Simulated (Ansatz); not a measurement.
Job for Ansatz (a first-principles code): U-CCSD(T)/cc-pVTZ on C2H5O (SMILES [CH2]OC), 2S+1 = 2, atoms moved off the minimum.

Ansatz 0.2 input:
```yaml
crystal:
  periodic: [false, false, false]
  atoms:
    - {symbol: C, position_ang: [1.23200223, -0.14154437, 0.10167508]}
    - {symbol: O, position_ang: [0.01910803, 0.12665539, 0.72488010]}
    - {symbol: C, position_ang: [-1.04583312, 0.19131847, -0.28007232]}
    - {symbol: H, position_ang: [1.29092737, -0.10738590, -1.06274590]}
    - {symbol: H, position_ang: [2.00707243, -0.06602615, 0.78040037]}
    - {symbol: H, position_ang: [-1.15030627, 0.80987916, -0.95920586]}
    - {symbol: H, position_ang: [-1.21264488, -0.90134422, -0.91439264]}
    - {symbol: H, position_ang: [-1.93504559, 0.23701876, 0.30234150]}
basis:
  gaussian:
    orbitals: cc-pVTZ
magnetization: {spin_polarized: true, initial_magnetization: 1}
correlation: {method: ccsd_t, electrons: outside_noble_gas}
scf: {omitted_lower_state_checks: [cluster_reference]}
output: {forces: true}
```

It printed:

```
WARN ansatz: RAYON_NUM_THREADS=4 ignored (pool sized by the plan → 4); use --threads N
Functional definition: HF
these checks for a lower state are left out or cut short: cluster_reference
integrals: 0.70 GiB planned
911 factors; integrals over basis functions are off by at most 9.0e-4 eV
mean field: 0.48 GiB planned
mean field evaluation 1: about -4173.4748 eV, gradient 1.7e1 eV
mean field evaluation 2: about -4173.4779 eV, gradient 1.7e1 eV
mean field evaluation 4: about -4175.0797 eV, gradient 3.3e0 eV
mean field evaluation 8: about -4175.1488 eV, gradient 2.5e-1 eV
mean field -4175.15025033 eV, -153.4339416812 hartree, gradient 3.5e-6 eV, S^2 0.764006; 0 other end points of the search recorded, 0 dependent functions left out
3 core orbitals not correlated
reference -4175.15025033 eV, -153.4339416812 hartree; 10, 9 occupied and 147, 148 virtual orbitals, 911 factors
densities: 5.71 GiB planned
second order -15.46710755 eV of doubles, -0.00000000 eV of singles
coupled cluster: 3.19 GiB planned
cycle   1  -15.77174189 eV  change   -3.0e-1 eV  update   8.8e-2
cycle   2  -16.19015016 eV  change   -4.2e-1 eV  update   2.8e-2
cycle   3  -16.29866881 eV  change   -1.1e-1 eV  update   1.8e-2
cycle   4  -16.29252476 eV  change    6.1e-3 eV  update   7.1e-3
cycle   5  -16.29426485 eV  change   -1.7e-3 eV  update   3.8e-3
cycle   6  -16.29528100 eV  change   -1.0e-3 eV  update   1.3e-3
cycle   7  -16.29475354 eV  change    5.3e-4 eV  update   4.1e-4
cycle   8  -16.29488226 eV  change   -1.3e-4 eV  update   1.9e-4
cycle   9  -16.29486923 eV  change    1.3e-5 eV  update   5.7e-5
cycle  10  -16.29483469 eV  change    3.5e-5 eV  update   2.1e-5
cycle  11  -16.29485288 eV  change   -1.8e-5 eV  update   8.5e-6
cycle  12  -16.29485342 eV  change   -5.4e-7 eV  update   3.3e-6
cycle  13  -16.29485629 eV  change   -2.9e-6 eV  update   1.6e-6
perturbative correction -0.62009111 eV, -0.0227879281 hartree
the calculation of the forces begins
Total energy: -4192.06519774 eV, -154.0555545331 hartree
Atom 0 at     1.232002    -0.141544     0.101675 Å, force    -1.987033     0.045116    -2.471505 eV/Å
Atom 1 at     0.019108     0.126655     0.724880 Å, force    -0.226080     0.383023    -2.967855 eV/Å
Atom 2 at    -1.045833     0.191318    -0.280072 Å, force    -0.353399   -10.130020     5.893038 eV/Å
Atom 3 at     1.290927    -0.107386    -1.062746 Å, force     0.009196     0.011454     2.481353 eV/Å
Atom 4 at     2.007072    -0.066026     0.780400 Å, force     1.739198     0.091896     0.830793 eV/Å
Atom 5 at    -1.150306     0.809879    -0.959206 Å, force     0.692495     6.970066    -6.266650 eV/Å
Atom 6 at    -1.212645    -0.901344    -0.914393 Å, force     0.920085     2.574579     1.881892 eV/Å
Atom 7 at    -1.935046     0.237019     0.302341 Å, force    -0.794463     0.053885     0.618934 eV/Å
Dipole moment:    -0.098414     0.081277    -0.265373 e Å
Checks for a lower state left out: cluster_reference
```

The run converged.

Cost: roughly 13 core-minutes.
